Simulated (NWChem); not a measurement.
Molecule: GeSe, singlet; SMILES [Ge]=[Se]

```xyz
2

Ge     0.0000     0.0000    -1.1028
Se     0.0000     0.0000     1.0376
```
Atoms are numbered in this order, from 1.

Low-valent species are run as closed-shell singlets; no triplet was tried in these runs. Geometry: optimised at PBE0-D3(BJ)/def2-TZVP. B3LYP is NWChem's, with the RPA form of VWN correlation.

Task: List the 6 lowest vertical singlet excitations from B3LYP/aug-cc-pVDZ, TDA (NWChem).

Result: 
```
state  energy (eV)  oscillator strength  leading excitation (squared amplitude)
-----  -----------  -------------------  --------------------------------------
S1            3.39                0.000                  HOMO−1 → LUMO+1 (0.49)
S2            3.66                0.000                  HOMO−1 → LUMO+1 (0.49)
S3            3.66                0.000                    HOMO−1 → LUMO (0.49)
S4            3.99                0.013                    HOMO−2 → LUMO (0.99)
S5            3.99                0.013                  HOMO−2 → LUMO+1 (0.99)
S6            5.71                0.086                    HOMO−1 → LUMO (0.30)
```
